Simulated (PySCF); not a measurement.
## Electronic structure of Ni²⁺ (nickel, charge +2) at the UHF level

Configuration: [Ar] 3d8, high-spin 3F determinant. All numbers are calculated (PySCF 2.14, the spin-free X2C one-electron Hamiltonian (Gaussian nucleus), in cc-pVDZ-DK).

* Total energy: -1518.241347 hartree
* One-electron energy: -2089.2250 hartree
* Hartree (Coulomb) energy: 633.1223 hartree
* Exchange energy: -62.1386 hartree
* ⟨S²⟩: 2.0027
* ⟨L²⟩: 12.023
* Sum of ⟨r⟩: 15.67 bohr
* Sum of ⟨r²⟩: 15.41 bohr²
* Langevin diamagnetic susceptibility: -12.2 ×10⁻⁶ cm³/mol
* Time after the integrals: 0.12 s of wall time on 1 thread of Neoverse-V2 (shared host)

| shell | electrons | mean orbital energy (eV) | spread (eV) | rms radius, mean of both spins (bohr) |
| --- | --- | --- | --- | --- |
| 1s α | 1 | -8421.5 | 0 | 0.0624 |
| 1s β | 1 | -8421.4 | 0 | 0.0624 |
| 2s α | 1 | -1071.0 | 0 | 0.265 |
| 2s β | 1 | -1069.0 | 0 | 0.265 |
| 2p α | 3 | -920.38 | 0 | 0.238 |
| 2p β | 3 | -918.33 | 0 | 0.238 |
| 3s α | 1 | -158.29 | 0 | 0.796 |
| 3s β | 1 | -152.92 | 0 | 0.796 |
| 3p α | 3 | -112.81 | 0 | 0.848 |
| 3p β | 3 | -106.36 | 0 | 0.848 |
| 3d α | 5 | -39.518 | 1.458 | 1.08 |
| 3d β | 3 | -36.932 | 0 | 1.08 |

Densities and radii are taken from the X2C orbitals without a picture-change correction, which distorts them close to the nucleus.
